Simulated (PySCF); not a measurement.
How well do the runs reproduce experiment for COSe?

**The experiment to reproduce.**

From NIST CCCBDB Release 22 (SRD 101), experimental dipoles, for the gas: dipole moment (microwave Stark effect, vibrational ground state) 0.754 D.

The runs below try to reproduce these values; the comparison stands at the end.

COSe.
Atom-mapped SMILES: `[O:1]=[C:2]=[Se:3]`

Geometry (PBE0-D3(BJ)/def2-SVP, Å), atoms numbered from 1 in this order:
```xyz
3
COSe angstrom
O     -1.1469    0.7694   -0.0135
C     -0.1469    0.1933   -0.0112
Se     1.3320   -0.6596   -0.0079
```

The PySCF runs (gas phase, on this PBE0-D3(BJ)/def2-SVP geometry; no spin–orbit coupling):

| level | job | basis functions | wall time |
| --- | --- | --- | --- |
| PBE0-D3(BJ)/def2-SVP, grid level 1 | geometry optimisation from a GFN2-xTB start | 60 | 3.0 s |

Hardware: one thread of an Arm Neoverse V1 (shared host).

## Comparison

**Dipole moment.** Measured: 0.754 D (NIST CCCBDB Release 22 (SRD 101), experimental dipoles).

```json
{"level": "PBE0-D3(BJ)/def2-SVP", "computed (D)": "0.692", "computed − measured (D)": "-0.062", "% (from the printed values)": "-8"}
```

The computed dipoles belong to one fixed geometry; measured ones are averaged over vibrations unless marked μe. Magnitudes are compared, not signs.

The geometry is computed, not the measured one. Where a level misses, the cause wasn't examined.
